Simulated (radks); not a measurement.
Dipole-allowed excitations along the series with 46 electrons in [Kr] 4d10. Method: scalar-relativistic Kohn-Sham, PBE, spin-polarised, spherical densities, finite nucleus; Fermi nuclear charge, rms radius of each element as measured or else 0.836 A^(1/3) + 0.57 fm; computed with a radial shooting solver on a logarithmic mesh with Libxc functionals. Time-dependent linear response with the Hartree and adiabatic LDA kernel, continuum included through the Sternheimer equations, no spin-orbit coupling, so fine structure and intercombination lines are absent. Lines are the poles of the dipole polarisability below minus the highest occupied eigenvalue, found on a grid refined at the orbital gaps; the lowest seven at most are given, and weak or close lines can be missed. The first line takes the name of the lowest orbital gap if no other gap lies below it; otherwise a line is named after a gap within 0.6 % of it, if that gap stands alone.

species,-e(HOMO) (eV),lowest orbital gap (eV),first line (eV),f,strongest line (eV),its f,static alpha (bohr^3)
Sn4+,67.686,4d-5p 31.361,32.172 (4d-5p),0.880,52.010 (unassigned),1.72,2.421
Sb5+,89.673,4d-5p 40.236,41.128 (4d-5p),0.924,65.554 (unassigned),1.52,1.766
Te6+,113.74,4d-5p 49.805,50.775 (4d-5p),0.955,77.651 (unassigned),4.14,1.346
